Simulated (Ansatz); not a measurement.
CH8OSiSn, SMILES `[OH][SnH2][CH2][SiH3]`, charge 0, multiplicity 1.

Question: Give a relaxed structure at PBE0-D4/def2-TZVP (the Gaussian-basis code of Ansatz). (An estimate is asked.)

Answer: Ansatz gave: 
```xyz
12

O     0.305   -0.568   -2.415
Sn   -0.817   -1.086   -0.880
C     0.257   -0.533    0.892
Si    0.491    1.309    1.057
H     0.464    0.377   -2.463
H    -0.975   -2.771   -1.068
H    -2.312   -0.257   -0.984
H     1.224   -1.041    0.838
H    -0.281   -0.927    1.758
H    -0.828    1.971    1.248
H     1.102    1.859   -0.186
H     1.370    1.669    2.202
```
This is one stationary point; other conformers may exist.
